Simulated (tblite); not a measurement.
**Question.** Give a GFN2-xTB geometry of `c1cc(oc1[SiH2][CH2])/C=N\[H]` [radical]. (Doublet state.)

**Answer.** 
```xyz
17
C6H8NOSi angstrom
C     -3.4997   -0.0137   -0.0274
Si    -2.1024   -1.1178    0.4490
C     -0.5063   -0.2250    0.0147
C     -0.2054    0.8355   -0.8068
C      1.1838    1.0212   -0.7433
C      1.6612    0.0550    0.1189
C      2.9958   -0.2536    0.5760
N      4.0737    0.3363    0.2833
O      0.6270   -0.6928    0.5688
H     -3.3870    1.0391   -0.2176
H     -4.5106   -0.3755   -0.0892
H     -2.0686   -1.3995    1.8934
H     -2.1516   -2.3906   -0.2854
H     -0.9041    1.4055   -1.3847
H      1.7591    1.7636   -1.2600
H      3.0661   -1.1002    1.2540
H      3.9621    1.1246   -0.3537
```

Orientation and origin are arbitrary. Atoms count from 1 in this order. C5 (carbon bonded to 2 C and H) is planar (angles 127.0°, 126.9° and 106.1°, sum 360.0°, 0.00 Å off the plane of its three neighbours). The 2 C–Si bonds span 1.844 Å (C1–Si2, drawn single) to 1.880 Å (Si2–C3, drawn single), a spread of 0.036 Å. C4 (carbon bonded to 2 C and H) is planar (angles 126.9°, 126.2° and 107.0°, sum 360.0°, 0.00 Å off the plane of its three neighbours). C7 (carbon bonded to C, N and H) is planar (angles 128.0°, 116.9° and 115.1°, sum 360.0°, 0.00 Å off the plane of its three neighbours).

Bonds between heavy atoms (Å): C1–Si2 1.844, Si2–C3 1.880, C3–C4 1.375, C4–C5 1.403, C5–C6 1.380, C6–C7 1.444, C7=N8 1.263, C6–O9 1.353, C3–O9 1.345.

The geometry is computed with GFN2-xTB (gas phase). This method treats the open shell by occupation alone, without spin polarisation.

Point group: C1 (no symmetry element, even within 0.4 Å). Its GFN2-xTB frequencies are all real (lowest 21 cm⁻¹). Torsions: H–C1–Si2–C3 -17° and 166°, C1–Si2–C3–C4 -18°, C5–C6–C7–N8 1°. 3 starts were optimised and ended at 0.00, 0.40 and 0.44 kcal/mol (GFN2-xTB); the lowest of these is shown.

One conformer stands for the species.
